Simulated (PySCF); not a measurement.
GeH$_{3}$N, ClGeH$_{2}$, BGeH$_{4}$ (calculated)

Computed with PySCF 2.14.0. Calculation on a computer-drawn molecule: vertical ionisation energy to the stated ion spin, frozen-core CCSD(T) at the basis limit and cheaper methods, single-reference cases, UHF for radicals, no spin-orbit; all values are single points at the evaluated structure, the first of each entry, which is the reference or a displaced copy of it and isn't optimised; the reference structure only sets the zero of the energies above reference; triples share is (T) over the correlation energy; on germanium a core potential holds 10 electrons, which the energies leave out, and 3d is frozen in MP2 and coupled-cluster steps.

Common to all runs: multiplicity 1; ion multiplicity 2; diffuse functions no; basis and core potential on germanium cc-pVnZ-PP ECP10MDF; reference is the Hartree-Fock double-zeta minimum; best is HF at quadruple zeta + MP2 correlation extrapolated from triple and quadruple zeta + CCSD(T) minus MP2 at triple zeta; basis step is the size of the change from the same recipe one zeta lower.

```json
{"entry": 1, "formula": "GeH3N", "evaluated_structure": {"atoms_angstrom": [["N", 0.2727, -0.4407, -1.3171], ["Ge", 1.9853, -0.9831, -1.3454], ["H", -0.1119, -0.4963, -0.3986], ["H", -0.3484, -0.0998, -1.978], ["H", 2.0998, -0.6901, -3.4022]]}, "reference_structure": {"atoms_angstrom": [["N", 0.287, -0.4006, -1.2527], ["Ge", 2.0396, -0.8374, -1.3842], ["H", -0.1958, -0.3974, -0.374], ["H", -0.3141, -0.139, -2.011], ["H", 2.097, -0.6332, -2.9605]]}, "given": {"charge": 0, "basis": "cc-pVnZ", "drawn_bonds_atom": [1, 1, 1, 2], "drawn_bonds_other_atom": [2, 3, 4, 5], "drawn_bonds_order": [1, 1, 1, 1]}, "results": {"ionisation_energy_best [eV]": 8.85, "ionisation_energy_basis_step [eV]": 0.04867, "energy_above_reference_best [kcal/mol]": 20.43, "energy_above_reference_basis_step [kcal/mol]": 0.0691, "triple_zeta_method": ["HF", "PBE", "r2SCAN", "B3LYP", "wB97X", "MP2", "CCSD", "CCSD(T)"], "triple_zeta_ionisation_energy [eV]": [7.614, 8.637, 8.619, 8.761, 8.789, 8.557, 8.687, 8.714], "triple_zeta_energy_above_reference [kcal/mol]": [23.03, 18.01, 20.19, 19.34, 21.46, 22.46, 20.77, 20.36], "ionisation_energy_Koopmans_at_triple_zeta [eV]": 8.832, "ionisation_energy_EOM_CCSD_at_triple_zeta [eV]": 8.809, "total_energy_HF_triple_zeta [hartree]": -349.5685, "total_energy_CCSD(T)_triple_zeta [hartree]": -349.9295, "total_energy_best [hartree]": -349.9738, "T1_diagnostic_at_triple_zeta": 0.01971, "D1_diagnostic_at_triple_zeta": 0.04725, "ion_T1_diagnostic_at_triple_zeta": 0.02779, "ion_D1_diagnostic_at_triple_zeta": 0.06955, "ion_spin_squared_at_triple_zeta": 0.8275, "triples_share_at_triple_zeta": 0.03913, "basis_functions_triple_zeta": 111, "dipole_magnitude_HF_at_triple_zeta [debye]": 2.663, "dipole_magnitude_CCSD_unrelaxed_at_triple_zeta [debye]": 2.454, "dipole_magnitude_PBE_at_triple_zeta [debye]": 2.635, "dipole_magnitude_r2SCAN_at_triple_zeta [debye]": 2.671, "dipole_magnitude_B3LYP_at_triple_zeta [debye]": 2.647, "dipole_magnitude_wB97X_at_triple_zeta [debye]": 2.691}}
{"entry": 2, "formula": "GeH3N", "evaluated_structure": {"atoms_angstrom": [["N", 0.2727, -0.4407, -1.3171], ["Ge", 1.9853, -0.9831, -1.3454], ["H", -0.1119, -0.4963, -0.3986], ["H", -0.3484, -0.0998, -1.978], ["H", 2.0857, -0.7263, -3.1481]]}, "reference_structure": {"atoms_angstrom": [["N", 0.287, -0.4006, -1.2527], ["Ge", 2.0396, -0.8374, -1.3842], ["H", -0.1958, -0.3974, -0.374], ["H", -0.3141, -0.139, -2.011], ["H", 2.097, -0.6332, -2.9605]]}, "given": {"charge": 0, "basis": "cc-pVnZ", "drawn_bonds_atom": [1, 1, 1, 2], "drawn_bonds_other_atom": [2, 3, 4, 5], "drawn_bonds_order": [1, 1, 1, 1]}, "results": {"ionisation_energy_best [eV]": 9.12, "ionisation_energy_basis_step [eV]": 0.04325, "energy_above_reference_best [kcal/mol]": 7.825, "energy_above_reference_basis_step [kcal/mol]": 0.06577, "triple_zeta_method": ["HF", "PBE", "r2SCAN", "B3LYP", "wB97X", "MP2", "CCSD", "CCSD(T)"], "triple_zeta_ionisation_energy [eV]": [8.095, 8.915, 8.927, 9.075, 9.152, 8.941, 8.984, 8.992], "triple_zeta_energy_above_reference [kcal/mol]": [8.642, 6.693, 7.623, 7.257, 8.056, 8.53, 7.901, 7.783], "ionisation_energy_Koopmans_at_triple_zeta [eV]": 9.094, "ionisation_energy_EOM_CCSD_at_triple_zeta [eV]": 9.092, "total_energy_HF_triple_zeta [hartree]": -349.5914, "total_energy_CCSD(T)_triple_zeta [hartree]": -349.9495, "total_energy_best [hartree]": -349.9939, "T1_diagnostic_at_triple_zeta": 0.01749, "D1_diagnostic_at_triple_zeta": 0.04732, "ion_T1_diagnostic_at_triple_zeta": 0.02968, "ion_D1_diagnostic_at_triple_zeta": 0.07692, "ion_spin_squared_at_triple_zeta": 0.8321, "triples_share_at_triple_zeta": 0.03814, "basis_functions_triple_zeta": 111, "dipole_magnitude_HF_at_triple_zeta [debye]": 1.795, "dipole_magnitude_CCSD_unrelaxed_at_triple_zeta [debye]": 1.884, "dipole_magnitude_PBE_at_triple_zeta [debye]": 2.05, "dipole_magnitude_r2SCAN_at_triple_zeta [debye]": 2.056, "dipole_magnitude_B3LYP_at_triple_zeta [debye]": 1.974, "dipole_magnitude_wB97X_at_triple_zeta [debye]": 1.939}}
{"entry": 3, "formula": "GeH3N", "evaluated_structure": {"atoms_angstrom": [["N", 0.3568, -0.4383, -1.2307], ["Ge", 2.0446, -0.8996, -1.4174], ["H", -0.1549, -0.4542, -0.4598], ["H", -0.2932, -0.0689, -2.0903], ["H", 2.0143, -0.4751, -3.3881]]}, "reference_structure": {"atoms_angstrom": [["N", 0.287, -0.4006, -1.2527], ["Ge", 2.0396, -0.8374, -1.3842], ["H", -0.1958, -0.3974, -0.374], ["H", -0.3141, -0.139, -2.011], ["H", 2.097, -0.6332, -2.9605]]}, "given": {"charge": 0, "basis": "cc-pVnZ", "drawn_bonds_atom": [1, 1, 1, 2], "drawn_bonds_other_atom": [2, 3, 4, 5], "drawn_bonds_order": [1, 1, 1, 1]}, "results": {"ionisation_energy_best [eV]": 8.809, "ionisation_energy_basis_step [eV]": 0.04427, "energy_above_reference_best [kcal/mol]": 27.3, "energy_above_reference_basis_step [kcal/mol]": 0.1715, "triple_zeta_method": ["HF", "PBE", "r2SCAN", "B3LYP", "wB97X", "MP2", "CCSD", "CCSD(T)"], "triple_zeta_ionisation_energy [eV]": [7.632, 8.597, 8.58, 8.726, 8.771, 8.565, 8.654, 8.676], "triple_zeta_energy_above_reference [kcal/mol]": [30.39, 24.67, 26.82, 26.24, 28.09, 29.19, 27.71, 27.28], "ionisation_energy_Koopmans_at_triple_zeta [eV]": 8.757, "ionisation_energy_EOM_CCSD_at_triple_zeta [eV]": 8.761, "total_energy_HF_triple_zeta [hartree]": -349.5567, "total_energy_CCSD(T)_triple_zeta [hartree]": -349.9185, "total_energy_best [hartree]": -349.9629, "T1_diagnostic_at_triple_zeta": 0.01864, "D1_diagnostic_at_triple_zeta": 0.04504, "ion_T1_diagnostic_at_triple_zeta": 0.02918, "ion_D1_diagnostic_at_triple_zeta": 0.07896, "ion_spin_squared_at_triple_zeta": 0.8402, "triples_share_at_triple_zeta": 0.0391, "basis_functions_triple_zeta": 111, "dipole_magnitude_HF_at_triple_zeta [debye]": 2.438, "dipole_magnitude_CCSD_unrelaxed_at_triple_zeta [debye]": 2.354, "dipole_magnitude_PBE_at_triple_zeta [debye]": 2.491, "dipole_magnitude_r2SCAN_at_triple_zeta [debye]": 2.524, "dipole_magnitude_B3LYP_at_triple_zeta [debye]": 2.464, "dipole_magnitude_wB97X_at_triple_zeta [debye]": 2.498}}
{"entry": 4, "formula": "ClGeH2", "evaluated_structure": {"atoms_angstrom": [["Cl", -0.5782, 3.0432, -2.8839], ["Ge", 0.0505, 2.0069, -1.2314], ["H", 1.5526, 1.5199, -1.2945], ["H", -0.7794, 2.0029, -0.018]]}, "reference_structure": {"atoms_angstrom": [["Cl", -0.5377, 3.0401, -2.9161], ["Ge", 0.1282, 2.1249, -1.2034], ["H", 1.5297, 1.5735, -1.228], ["H", -0.8322, 2.0701, -0.0443]]}, "given": {"charge": 1, "basis": "cc-pV(n+d)Z", "drawn_bonds_atom": [1, 2, 2], "drawn_bonds_other_atom": [2, 3, 4], "drawn_bonds_order": [1, 1, 1]}, "results": {"ionisation_energy_best [eV]": 18.31, "ionisation_energy_basis_step [eV]": 0.06707, "energy_above_reference_best [kcal/mol]": 2.024, "energy_above_reference_basis_step [kcal/mol]": 0.01815, "triple_zeta_method": ["HF", "PBE", "r2SCAN", "B3LYP", "wB97X", "MP2", "CCSD", "CCSD(T)"], "triple_zeta_ionisation_energy [eV]": [17.07, 17.83, 17.97, 18.03, 18.15, 18.3, 18.07, 18.13], "triple_zeta_energy_above_reference [kcal/mol]": [2.416, 1.775, 2.054, 1.985, 2.157, 2.194, 2.072, 2.025], "ionisation_energy_Koopmans_at_triple_zeta [eV]": 18.68, "ionisation_energy_EOM_CCSD_at_triple_zeta [eV]": 18.16, "total_energy_HF_triple_zeta [hartree]": -753.8049, "total_energy_CCSD(T)_triple_zeta [hartree]": -754.1309, "total_energy_best [hartree]": -754.1805, "T1_diagnostic_at_triple_zeta": 0.0139, "D1_diagnostic_at_triple_zeta": 0.04044, "ion_T1_diagnostic_at_triple_zeta": 0.03253, "ion_D1_diagnostic_at_triple_zeta": 0.1423, "ion_spin_squared_at_triple_zeta": 0.7631, "triples_share_at_triple_zeta": 0.03843, "basis_functions_triple_zeta": 106}}
{"entry": 5, "formula": "BGeH4", "evaluated_structure": {"atoms_angstrom": [["B", 1.6095, 1.0891, -0.1462], ["Ge", 1.64, 0.9154, -2.2692], ["H", 1.6357, 0.0478, 0.5512], ["H", 1.3502, 2.1079, 0.3121], ["H", 2.906, 1.0938, -3.1348], ["H", 0.4116, 0.6127, -3.2535]]}, "reference_structure": {"atoms_angstrom": [["B", 1.5879, 1.0631, -0.124], ["Ge", 1.6869, 0.9339, -2.2042], ["H", 1.7307, 0.0561, 0.4899], ["H", 1.3937, 2.1374, 0.3447], ["H", 2.9794, 1.0887, -2.9845], ["H", 0.4731, 0.6763, -3.0781]]}, "given": {"charge": 1, "basis": "cc-pVnZ", "drawn_bonds_atom": [1, 1, 1, 2, 2], "drawn_bonds_other_atom": [2, 3, 4, 5, 6], "drawn_bonds_order": [1, 1, 1, 1, 1]}, "results": {"ionisation_energy_best [eV]": 17.69, "ionisation_energy_basis_step [eV]": 0.028, "energy_above_reference_best [kcal/mol]": 4.557, "energy_above_reference_basis_step [kcal/mol]": 0.02855, "triple_zeta_method": ["HF", "PBE", "r2SCAN", "B3LYP", "wB97X", "MP2", "CCSD", "CCSD(T)"], "triple_zeta_ionisation_energy [eV]": [16.82, 17.31, 17.43, 17.5, 17.54, 17.6, 17.58, 17.6], "triple_zeta_energy_above_reference [kcal/mol]": [5.335, 3.78, 4.955, 4.447, 5.121, 5.035, 4.548, 4.41], "ionisation_energy_Koopmans_at_triple_zeta [eV]": 17.8, "ionisation_energy_EOM_CCSD_at_triple_zeta [eV]": 17.66, "total_energy_HF_triple_zeta [hartree]": -320.0835, "total_energy_CCSD(T)_triple_zeta [hartree]": -320.3148, "total_energy_best [hartree]": -320.3397, "T1_diagnostic_at_triple_zeta": 0.01181, "D1_diagnostic_at_triple_zeta": 0.02092, "ion_T1_diagnostic_at_triple_zeta": 0.0181, "ion_D1_diagnostic_at_triple_zeta": 0.04165, "ion_spin_squared_at_triple_zeta": 0.7758, "triples_share_at_triple_zeta": 0.02628, "basis_functions_triple_zeta": 125}}
{"entry": 6, "formula": "GeH3N", "evaluated_structure": {"atoms_angstrom": [["N", 0.2661, -0.3693, -1.2439], ["Ge", 2.0229, -0.866, -1.4066], ["H", -0.2007, -0.3994, -0.3932], ["H", -0.3236, -0.1318, -1.9794], ["H", 2.0644, -0.582, -2.975]]}, "reference_structure": {"atoms_angstrom": [["N", 0.287, -0.4006, -1.2527], ["Ge", 2.0396, -0.8374, -1.3842], ["H", -0.1958, -0.3974, -0.374], ["H", -0.3141, -0.139, -2.011], ["H", 2.097, -0.6332, -2.9605]]}, "given": {"charge": 0, "basis": "cc-pVnZ", "drawn_bonds_atom": [1, 1, 1, 2], "drawn_bonds_other_atom": [2, 3, 4, 5], "drawn_bonds_order": [1, 1, 1, 1]}, "results": {"ionisation_energy_best [eV]": 9.099, "ionisation_energy_basis_step [eV]": 0.04897, "energy_above_reference_best [kcal/mol]": 1.367, "energy_above_reference_basis_step [kcal/mol]": 0.02248, "triple_zeta_method": ["HF", "PBE", "r2SCAN", "B3LYP", "wB97X", "MP2", "CCSD", "CCSD(T)"], "triple_zeta_ionisation_energy [eV]": [8.169, 8.925, 8.957, 9.117, 9.194, 8.89, 8.973, 8.972], "triple_zeta_energy_above_reference [kcal/mol]": [0.8732, 1.797, 1.588, 1.414, 1.528, 1.476, 1.381, 1.455], "ionisation_energy_Koopmans_at_triple_zeta [eV]": 9.058, "ionisation_energy_EOM_CCSD_at_triple_zeta [eV]": 9.084, "total_energy_HF_triple_zeta [hartree]": -349.6038, "total_energy_CCSD(T)_triple_zeta [hartree]": -349.9596, "total_energy_best [hartree]": -350.0042, "T1_diagnostic_at_triple_zeta": 0.01719, "D1_diagnostic_at_triple_zeta": 0.0497, "ion_T1_diagnostic_at_triple_zeta": 0.02513, "ion_D1_diagnostic_at_triple_zeta": 0.07974, "ion_spin_squared_at_triple_zeta": 0.7855, "triples_share_at_triple_zeta": 0.03753, "basis_functions_triple_zeta": 111, "dipole_magnitude_HF_at_triple_zeta [debye]": 1.212, "dipole_magnitude_CCSD_unrelaxed_at_triple_zeta [debye]": 1.448, "dipole_magnitude_PBE_at_triple_zeta [debye]": 1.63, "dipole_magnitude_r2SCAN_at_triple_zeta [debye]": 1.618, "dipole_magnitude_B3LYP_at_triple_zeta [debye]": 1.463, "dipole_magnitude_wB97X_at_triple_zeta [debye]": 1.402}}
```
